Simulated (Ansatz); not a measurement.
Saddle point of SnH5SF, singlet (SnH₃F ([F][SnH3]) + H₂S → SnH₄S ([SH][SnH3]) + HF; bonds formed: Sn1–S7, F2–H6; bonds broken: Sn1–F2, H6–S7), PBE0-D4/def2-TZVP structure:

| atom | x (Å) | y (Å) | z (Å) |
| --- | --- | --- | --- |
| Sn1 | -0.8191 | -0.4904 | -0.1899 |
| F2 | 0.9138 | -0.8472 | 1.0956 |
| H3 | -0.5849 | -1.1858 | -1.7226 |
| H4 | -1.5108 | -1.6329 | 0.8803 |
| H5 | -1.7629 | 0.9287 | -0.1010 |
| H6 | 1.4403 | 0.0159 | 0.5006 |
| S7 | 1.3688 | 1.1229 | -0.6496 |
| H8 | 0.9547 | 2.0887 | 0.1865 |

Energies are electronic, without zero-point energy. Barriers and step energies count from the start structure reached by relaxing down the imaginary mode; all methods use the PBE0-D4 structures, on which another method's saddle can fall below an end. Ansatz 0.2.0; basis: def2-TZVPP, with def2-QZVPP for the basis limit; cores frozen in the correlated methods. Filled d shells of the heavier atoms are correlated. Core potentials replace the inner electrons of the atoms past krypton. The def2 sets are not built for correlating such inner shells, so the correlated values are less sure here. B3LYP uses VWN-RPA correlation. Extrapolation: Hartree–Fock as exp(−7.88 √X), correlation as X^−2.97.

```tsv
method	barrier (kJ/mol)	step energy (kJ/mol)
SPW92	24.6	-32.0
PBE-D4	51.4	-22.7
BLYP-D4	68.7	-10.4
r2SCAN-D4	63.5	-14.8
B97M-V	?	-1.9
PBE0-D4	67.1	-25.3
B3LYP-D4	79.9	-13.0
r2SCAN0-D4	74.4	-19.8
BHLYP-D4	98.0	-12.3
CAM-B3LYP-D4	87.3	-7.8
wB97X-V	87.9	-9.2
wB97M-V	82.7	-13.1
B2PLYP	85.6	-13.2
PBE-QIDH	?	-24.9
RPA on PBE	90.7	-11.3
HF	?	-0.8
MP2	82.0	-24.7
CCSD	101.3	-15.6
CCSD(T)	89.9	-17.9
```

(1) Fill in the withheld barriers. (To be estimated.)

The T1 diagnostic stays at or below 0.014.

## Answers

(1) Computed: PBE-QIDH 79.3; B97M-V 82.7; HF 145.0 kJ/mol. Each is the energy of the saddle less that of the start structure, by the same method.

For comparison, the barrier by CCSD(T) at an estimated basis limit (MP2 extrapolated from triple and quadruple zeta, plus CCSD(T) − MP2 in triple zeta) is 84.3 kJ/mol.

Exchanges of this kind with a chalcogen hydride build sulfide and selenide films.

Labels in which every atom is bracketed show which atoms are joined, not bond orders.

For scale, one of the runs: CCSD(T)/def2-TZVPP, 193 basis functions, launched by `ansatz run in.yaml --threads 4 --pin off --events-out ev --progress --plain --max-ram 9574MiB`. Time: 66 s of wall clock on 4 CPU threads of an Arm Neoverse V2; the host was shared. Peak host memory: 2.4 GiB.
